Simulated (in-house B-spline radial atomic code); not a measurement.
Results of a calculation; reference values are marked as such.
## Making a Troullier-Martins d channel for Te, r_c = 0.61 bohr

Te, [Kr] 4d10 5s2 5p4, non-relativistic LDA (VWN5), spherical and spin-unpolarised, from an all-electron radial atomic-structure program (B-spline basis) (atomic units). The all-electron 4d level is ε = -1.608382 hartree, its outermost node lies just inside 0.37 bohr and its outer maximum at 0.81 bohr.

Inside r_c the pseudo-orbital is u(r) = r^3 exp(p(r)), with p = c0 + c2 r² + c4 r⁴ + … + c12 r¹². The seven coefficients follow from p and its first four derivatives at r_c, from zero curvature of the screened potential at the origin, c4 = −c2²/(2l + 5), and from the norm inside r_c. At r_c the all-electron orbital has P = 0.932397, P' = 2.08189, the screened potential V = -17.19998, V' = 58.27949, V'' = -256.0367, and the norm inside is Q = 0.145683.

What are p, p' and p'' at r_c?

p = ln(P/r_c^3) = ln(0.932397/0.226981) = 1.41289. p' = P'/P − 3/r_c = 2.23284 − 4.91803 = -2.68520. The radial equation gives p'' = 2(V − ε) − 2(3) p'/r_c − p'² = -31.18320 − (-26.41177) − 7.21028 = -11.98171. Differentiating, p''' = 2V' + 2(3)p'/r_c² − 2(3)p''/r_c − 2p'p'' = 126.77, and p'''' = 2V'' − 4(3)p'/r_c³ + 4(3)p''/r_c² − 2(3)p'''/r_c − 2p''² − 2p'p''' = -1609.7.

For a trial c2 the five matching conditions are linear in c0, c6, c8, c10 and c12, and c2 is varied until the norm inside r_c equals Q. The root nearest zero gives:

```tsv
n	c_n
0	4.665587
2	-21.13087
4	-49.61263
6	913.3302
8	-3462.034
10	5560.865
12	-3343.209
```

Check c4 and p(r_c), and find the screened pseudopotential at the origin.

−c2²/9 = -49.6126, as listed. The terms c_n r_c^n are 4.66559, -7.86280, -6.86929, 47.05512, -66.36972, 39.66803, -8.87404, which sum to 1.41289. Inverting the radial equation, V_l(r) = ε + 3 p'/r + (p'' + p'²)/2, so V_l(0) = ε + (2l + 3) c2 = -1.608382 + 7 × (-21.1309) = -149.5245 hartree, finite where the all-electron potential diverges.

Orbitals and screened potentials:

```csv
r (bohr),P,u,V all-electron,V pseudo
0.061,-0.1478,0.02227,-648.2,-149.0
0.152,-0.5591,0.2253,-189.9,-133.6
0.244,-0.5212,0.4288,-91.06,-81.64
0.336,-0.1408,0.4596,-53.03,-24.47
0.427,0.3065,0.5057,-34.49,1.212
0.518,0.6787,0.6946,-23.88,-7.682
0.61,0.9324,0.9324,-17.2,-17.2
```

Logarithmic derivatives P'/P at R = 0.91 bohr, for energies E around ε:

```csv
E − ε (hartree),all-electron,pseudo
-0.5,-0.116496,-0.118571
-0.25,-0.309754,-0.310324
-0.1,-0.430796,-0.430892
0,-0.513758,-0.513758
0.1,-0.598625,-0.59873
0.25,-0.729679,-0.730376
0.5,-0.958867,-0.96197
```

With P(R) = 1.082836 and a norm of 0.4918865 inside R, what slope in energy does norm conservation fix?

d(P'/P)/dE = −2 × (norm inside R)/P(R)² = -0.8390 per hartree·bohr at E = ε, for both atoms, since orbital and norm agree at R. Differences over ±0.1 hartree give -0.8391 (all-electron) and -0.8392 (pseudo), which also hold third-order terms. Half a hartree below ε the two curves differ by -0.0021.
